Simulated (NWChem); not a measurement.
System: CH₄BClOS; SMILES SB(OC)Cl

Input file for NWChem:

```
start job
memory heap 200 mb stack 900 mb global 1100 mb
geometry units angstroms noautoz
  B     -0.131735    -0.152106     0.068545
  Cl    -0.355926    -1.901877     0.315936
  O     -1.207726     0.631265     0.244256
  C     -1.185899     2.049981     0.082434
  H     -0.903524     2.319326    -0.941152
  H     -2.194635     2.412869     0.287881
  H     -0.483226     2.509807     0.785881
  S      1.496071     0.543592    -0.404462
  H      2.169853    -0.622024    -0.440129
end
basis spherical
  * library def2-svp
end
dft
  xc kt2
  iterations 150
  mulliken
end
task dft energy
```

Excerpt of the output:

```
             Northwest Computational Chemistry Package (NWChem) 7.3.0
             --------------------------------------------------------

 CS  symmetry detected

                             Geometry "geometry" -> ""
                             -------------------------

 Output coordinates in angstroms (scale by  1.889725989 to convert to a.u.)

  No.       Tag          Charge          X              Y              Z
 ---- ---------------- ---------- -------------- -------------- --------------
    1 B                    5.0000    -0.11446348    -0.15110457     0.00000000
    2 Cl                  17.0000    -0.30470230    -1.92225438     0.00000000
    3 O                    8.0000    -1.23859320     0.58281197     0.00000000
    4 C                    6.0000    -1.24872985     2.01085787     0.00000000
    5 H                    1.0000    -0.75080696     2.40226241    -0.89380875
    6 H                    1.0000    -2.29400392     2.32525665     0.00000000
    7 H                    1.0000    -0.75080696     2.40226241     0.89380875
    8 S                   16.0000     1.54291456     0.63029273     0.00000000
    9 H                    1.0000     2.26236609    -0.50826094     0.00000000

 Effective nuclear repulsion energy (a.u.)     259.7174848408

      Symmetry information
      --------------------

 Group name             Cs
 Group number              2
 Group order               2
 No. of unique centers     8

                                 NWChem DFT Module
                                 -----------------

 Summary of "ao basis" -> "ao basis" (spherical)
 ------------------------------------------------------------------------------
       Tag                 Description            Shells   Functions and Types
 ---------------- ------------------------------  ------  ---------------------
 B                          def2-svp                 6       14   3s2p1d
 Cl                         def2-svp                 8       18   4s3p1d
 O                          def2-svp                 6       14   3s2p1d
 C                          def2-svp                 6       14   3s2p1d
 H                          def2-svp                 3        5   2s1p
 S                          def2-svp                 8       18   4s3p1d

      Symmetry analysis of basis
      --------------------------

        a'         69
        a"         29

            General Information
            -------------------
          SCF calculation type: DFT
          Wavefunction type:  closed shell.
          No. of atoms     :     9
          No. of electrons :    56
           Alpha electrons :    28
            Beta electrons :    28
          Charge           :     0
          Spin multiplicity:     1
          Use of symmetry is: on ; symmetry adaption is: on
          Maximum number of iterations: 150
          AO basis - number of functions:    98
                     number of shells:    46
          Convergence on energy requested:  1.00D-06
          Convergence on density requested:  1.00D-05
          Convergence on gradient requested:  5.00D-04

              XC Information
              --------------
                          KT2 Method XC Functional
                        Slater Exchange Functional  1.072 local
                           KT1 gradient correction  1.000 non-local
            Perdew 1991 LDA Correlation Functional  0.577 local

             Grid Information
             ----------------
          Grid used for XC integration:  medium
          Radial quadrature: Mura-Knowles
          Angular quadrature: Lebedev.
          Tag              B.-S. Rad. Rad. Pts. Rad. Cut. Ang. Pts.
          ---              ---------- --------- --------- ---------
          B                   0.85       49          10.0       434
          Cl                  1.00       88          12.0       590
          O                   0.60       49          10.0       434
          C                   0.70       49          11.0       434
          H                   0.35       45          13.0       434
          S                   1.00       88          11.0       590
          Grid pruning is: on
          Number of quadrature shells:   458
          Spatial weights used:  Erf1

      Superposition of Atomic Density Guess
      -------------------------------------

 Sum of atomic energies:        -995.48791275

      Non-variational initial energy
      ------------------------------

 Total energy =    -997.513280
 1-e energy   =   -1889.044838
 2-e energy   =     631.814073
 HOMO         =      -0.331669
 LUMO         =       0.080435

      Symmetry analysis of molecular orbitals - initial
      -------------------------------------------------

  Numbering of irreducible representations:

     1 a'          2 a"

  Orbital symmetries:

     1 a'          2 a'          3 a'          4 a'          5 a'
     6 a'          7 a'          8 a'          9 a"         10 a'
    11 a'         12 a'         13 a"         14 a'         15 a'
    16 a'         17 a'         18 a'         19 a'         20 a"
    21 a'         22 a'         23 a"         24 a'         25 a'
    26 a"         27 a'         28 a"         29 a"         30 a'
    31 a'         32 a'         33 a'         34 a'         35 a"
    36 a'         37 a'         38 a'

     ---------------------------------------------
      Total Density - Mulliken Population Analysis
     ---------------------------------------------

    Atom       Charge   Shell Charges
 -----------   ------   -------------------------------------------------------
    1 B    5     4.38   1.99  0.80  0.11  1.08  0.26  0.14
    2 Cl  17    17.30   2.00  1.99  1.22  0.70  5.94  2.16  3.27  0.01
    3 O    8     8.56   1.99  1.10  0.61  3.04  1.81  0.01
    4 C    6     5.85   1.99  0.92  0.21  1.83  0.86  0.04
    5 H    1     0.92   0.69  0.21  0.02
    6 H    1     0.92   0.69  0.21  0.02
    7 H    1     0.92   0.69  0.21  0.02
    8 S   16    16.35   2.00  1.99  1.19  0.62  5.94  1.81  2.76  0.03
    9 H    1     0.79   0.58  0.19  0.03

   convergence    iter        energy       DeltaE   RMS-Dens  Diis-err
 ---------------- ----- ----------------- --------- --------- ---------
 d= 0,ls=0.0,diis     1  -1007.4004759675 -1.27D+03  1.44D-02  5.22D-01
 d= 0,ls=0.0,diis     2  -1007.3027116319  9.78D-02  8.34D-03  1.57D+00
 d= 0,ls=0.0,diis     3  -1007.4778812534 -1.75D-01  2.31D-03  5.30D-02
 d= 0,ls=0.0,diis     4  -1007.4808347632 -2.95D-03  1.24D-03  2.04D-02
 d= 0,ls=0.0,diis     5  -1007.4832526103 -2.42D-03  3.14D-04  1.01D-03
  Resetting Diis
 d= 0,ls=0.0,diis     6  -1007.4834039128 -1.51D-04  6.21D-05  6.35D-05
 d= 0,ls=0.0,diis     7  -1007.4834120656 -8.15D-06  3.29D-05  2.61D-06
 d= 0,ls=0.0,diis     8  -1007.4834117232  3.42D-07  1.89D-05  5.27D-06
 d= 0,ls=0.0,diis     9  -1007.4834124387 -7.16D-07  3.07D-06  2.04D-07

         Total DFT energy =    -1007.483412438748
      One electron energy =    -1893.376165834106
           Coulomb energy =      708.623887243500
    Exchange-Corr. energy =      -82.448618688907
 Nuclear repulsion energy =      259.717484840765

 Numeric. integr. density =       55.999994883257

                  Occupations of the irreducible representations
                  ----------------------------------------------

                     irrep           alpha         beta
                     --------     --------     --------
                     a'               22.0         22.0
                     a"                6.0          6.0

                       DFT Final Molecular Orbital Analysis
                       ------------------------------------

 Vector   26  Occ=2.000000D+00  E=-2.727812D-01  Symmetry=a"
              MO Center= -6.8D-01, -5.3D-01,  6.4D-13, r^2= 3.6D+00
   Bfn.  Coefficient  Atom+Function         Bfn.  Coefficient  Atom+Function
  ----- ------------  ---------------      ----- ------------  ---------------
    27      0.482021  2 Cl pz                38     -0.398479  3 O  pz
    24      0.358914  2 Cl pz                41     -0.287257  3 O  pz
    21      0.204652  2 Cl pz                61     -0.150716  5 H  s
    71      0.150716  7 H  s                 52      0.141491  4 C  pz
    62     -0.087033  5 H  s                 72      0.087033  7 H  s

 Vector   27  Occ=2.000000D+00  E=-2.668526D-01  Symmetry=a'
              MO Center=  1.4D-01, -1.1D+00, -2.5D-13, r^2= 3.6D+00
   Bfn.  Coefficient  Atom+Function         Bfn.  Coefficient  Atom+Function
  ----- ------------  ---------------      ----- ------------  ---------------
    25      0.529292  2 Cl px                22      0.410343  2 Cl px
    87      0.255484  8 S  py                19      0.232289  2 Cl px
    84      0.197062  8 S  py                86      0.188145  8 S  px
    83      0.139407  8 S  px                36      0.126105  3 O  px
     4      0.117874  1 B  px                81      0.110535  8 S  py

 Vector   28  Occ=2.000000D+00  E=-2.410785D-01  Symmetry=a"
              MO Center=  1.2D+00,  4.5D-01, -1.5D-15, r^2= 2.4D+00
   Bfn.  Coefficient  Atom+Function         Bfn.  Coefficient  Atom+Function
  ----- ------------  ---------------      ----- ------------  ---------------
    88      0.596844  8 S  pz                85      0.425116  8 S  pz
    82      0.238039  8 S  pz                27     -0.176728  2 Cl pz
    38     -0.175028  3 O  pz                41     -0.132423  3 O  pz
    24     -0.126482  2 Cl pz                 6     -0.072738  1 B  pz
    21     -0.071782  2 Cl pz                62     -0.066167  5 H  s

[...]
```

Level: KT2/def2-SVP. Geometry: optimised at B3LYP/6-31G* (spherical d).
